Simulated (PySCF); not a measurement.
CH4Al, SMILES [CH3][AlH], multiplicity 2. Geometry optimised at PBE-D3(BJ)/def2-TZVP. The multiplicity is an assumed one; other spin states were not compared. The isomer is the one that the SMILES or the coordinates give; other isomers of the formula were not compared.

Problem. Give the equilibrium geometry at PBE-D3(BJ)/def2-TZVP (PySCF confirms it by a frequency run) as bond lengths and angles, and its point group. (An estimate is asked for; the answer gives what the named calculation found.)

Solution. point group Cs.
Atoms: Al1 C2 H3 H4 H5 H6. Bond lengths (Å): Al1–C2 1.978, Al1–H6 1.622, C2–H3 1.103, C2–H4 1.103, C2–H5 1.098. Bond angles (°): C2–Al1–H6 117.2, Al1–C2–H3 109.1, Al1–C2–H4 109.1, Al1–C2–H5 114.5, H3–C2–H4 107.0, H3–C2–H5 108.4, H4–C2–H5 108.4.
Charge 0, spin multiplicity 2.
